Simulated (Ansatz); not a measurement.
Born–Oppenheimer molecular dynamics of CH6AlNSi (10 atoms, charge 0, multiplicity 1). It starts from a relaxed structure.

These are results of RKS PBE/6-31G* in Ansatz 0.2.0, not measurements.

```yaml
ensemble: NVE (velocity Verlet)
time_step: 1 fs
steps_asked: 100
starting_velocities_drawn_for: 300 K
seed: 733684
```

First frame:

```xyz
10
Properties=species:S:1:pos:R:3
Al -0.272 1.552 -0.300
C 1.236 0.457 0.527
N 1.165 -0.839 0.637
Si -0.334 -1.498 0.011
H -1.332 2.267 0.676
H -0.162 1.976 -1.848
H 2.179 0.905 0.917
H -1.183 -2.159 1.050
H -1.147 -0.261 -0.502
H -0.149 -2.401 -1.167
```

Task: How far do the bonds stretch over the last three quarters of this one trajectory? (Pairs bonded in most of those frames.)

Result: 
| bond | mean (Å) | spread (Å) | shortest | longest |
| --- | --- | --- | --- | --- |
| Al1–C2 | 2.044 | 0.023 | 2.01 | 2.09 |
| Al1–H5 | 1.614 | 0.050 | 1.54 | 1.69 |
| Al1–H6 | 1.610 | 0.018 | 1.58 | 1.64 |
| C2–N3 | 1.299 | 0.011 | 1.28 | 1.33 |
| C2–H7 | 1.122 | 0.032 | 1.07 | 1.16 |
| N3–Si4 | 1.750 | 0.061 | 1.67 | 1.86 |
| Si4–H8 | 1.497 | 0.012 | 1.48 | 1.51 |
| Si4–H9 | 1.571 | 0.030 | 1.52 | 1.62 |
| Si4–H10 | 1.497 | 0.010 | 1.48 | 1.51 |

Mean temperature of the second half: 148 K. The conserved energy stayed within 0.42 meV per atom of its start (net change 0.22 meV per atom), so the integration is sound. The temperature averaged 0.49 of the 300 K drawn at the start: a run that starts near a minimum puts about half its kinetic energy into the potential. A run of 0.1 ps of so small a system gives no equilibrium averages.

Time of the run: 3.3 min on 1 thread of Arm Neoverse V1 (shared host), peak memory 0.1 GiB.
